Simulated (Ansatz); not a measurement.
Cost and result for the atomization energy of `CCB(O)OC` (15 atoms, 14 bonds).

Cartesian coordinates in Å:
```
C -0.731 2.085 -0.009
C -0.218 0.713 -0.424
B 0.040 -0.293 0.757
O -0.204 0.093 2.042
O 0.505 -1.568 0.581
C 0.793 -2.086 -0.697
H -0.891 2.736 -0.872
H -0.026 2.583 0.660
H -1.677 2.005 0.531
H 0.712 0.815 -1.000
H -0.918 0.245 -1.130
H -0.007 -0.613 2.665
H 1.146 -3.110 -0.571
H -0.096 -2.099 -1.335
H 1.574 -1.506 -1.198
```

Total charge 0; spin multiplicity 1. The geometry is a stationary point of PBE0-D4/def2-TZVP. It is one conformer, not always the lowest. Program: Ansatz. All runs use 2 threads of an AMD EPYC 7R13 on a shared host and a share of an NVIDIA H100 80 GB. Times are those of one run each, without the atoms' runs, and a repeat can differ threefold. Electronic energies, without spin–orbit coupling; frozen cores. CCSD(T)/CBS adds CCSD(T) − MP2 in def2-TZVPP to the MP2 limit, and its time is that of the two runs behind it. T1 = 0.011. B3LYP takes the VWN-RPA correlation (the form of Gaussian; ORCA's B3LYP/G).

CCSD(T)/CBS is a level of theory with its own doubt, some kJ/mol a heavy atom from the limit and from the frozen cores, so smaller differences don't rank the functionals.

```csv
level,functions,wall time
PBE0-D4/def2-TZVPP,312,3.1 s
B3LYP-D4/def2-TZVPP (with forces),312,4.7 s
PBE-D4/def2-TZVPP (with forces),312,5.5 s
ωB97X-V/def2-TZVPP,312,5.5 s
r2SCAN-D4/def2-TZVPP (with forces),312,6 s
MP2/def2-QZVPP,612,6 s
B2PLYP/def2-TZVPP,312,7 s
ωB97M-V/def2-TZVPP (with forces),312,11 s
CCSD(T)/def2-TZVPP,312,13 s
CCSD(T)/CBS(def2),–,19 s
```

**Question.** What atomization energy does each give, and how far from CCSD(T)/CBS? (Best estimate.)

**Answer.** The calculation gave: 
```
                             level  atomization (kcal/mol)  difference from CCSD(T)/CBS  per bond
                PBE0-D4/def2-TZVPP                  1470.9                          5.5       0.4
 B3LYP-D4/def2-TZVPP (with forces)                  1467.0                          1.6       0.1
   PBE-D4/def2-TZVPP (with forces)                  1494.7                         29.3       2.1
                ωB97X-V/def2-TZVPP                  1466.9                          1.5       0.1
r2SCAN-D4/def2-TZVPP (with forces)                  1471.8                          6.4       0.5
                    MP2/def2-QZVPP                  1476.8                         11.4       0.8
                 B2PLYP/def2-TZVPP                  1454.1                        -11.3      -0.8
  ωB97M-V/def2-TZVPP (with forces)                  1471.5                          6.1       0.4
                CCSD(T)/def2-TZVPP                  1432.7                        -32.7      -2.3
                 CCSD(T)/CBS(def2)                  1465.4                          0.0       0.0
```

In def2-TZVPP, CCSD(T) changes the Hartree–Fock value by +335.8 kcal/mol (the triples alone add +18.6 kcal/mol) and MP2 by +360.7 kcal/mol; breaking electron pairs costs correlation energy, which Hartree–Fock lacks. The D4 term adds +9.8 kcal/mol with B3LYP and +5.2 kcal/mol with PBE0; it sums over pairs of atoms, weighted by their polarisabilities, and B3LYP, whose exchange is more repulsive, gets the larger term. From PBE to PBE0 (25 % exact exchange), in def2-TZVPP and without D4, the atomization energy moves by −22.9 kcal/mol: exact exchange takes away binding that semilocal exchange gives to molecules.
